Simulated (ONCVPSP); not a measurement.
**Configuration tests for P (ONCV)**

phosphorus (P), optimised norm-conserving Vanderbilt (ONCV), made with ONCVPSP 4.0.1 (revPBE, scalar-relativistic). Core [Ne], reference 3s2 3p3. Waves: 3s: rc 1.60 bohr, ncon 5, nbas 9, qcut 4.5 1/bohr, 2 projectors, debl 3.2 Ha; 3p: rc 2.05 bohr, ncon 4, nbas 8, qcut 4.2 1/bohr, 2 projectors, debl 1.6 Ha; d scattering state at 0.09 Ha: rc 2.05 bohr, ncon 4, nbas 9, qcut 5.3 1/bohr, 2 projectors, debl 2.9 Ha. Local part: polynomial inside 1.05 bohr (lpopt 5, dvloc0 0 Ha). Core correction: Teter function fitted to the true core (icmod 2), fcfact 0.55.

Energies are relative to the spin-unpolarised reference configuration 3s2 3p3; without spin polarisation the order of configurations can differ from experiment.

```json
{"valence configuration": "3s2 3p2", "charge": "+1", "ΔE all-electron (eV)": "9.707", "error AE − PS (meV)": "-0.2"}
{"valence configuration": "3s2 3p0", "charge": "+3", "ΔE all-electron (eV)": "58.533", "error AE − PS (meV)": "+28"}
{"valence configuration": "3s0 3p5", "charge": "0", "ΔE all-electron (eV)": "17.183", "error AE − PS (meV)": "+12"}
```

**Question.** What are ΔE and the potential's error for 3s2 3p1?

**Answer.** ΔE = 28.832 eV all-electron; the error (AE − PS) is +4.5 meV.
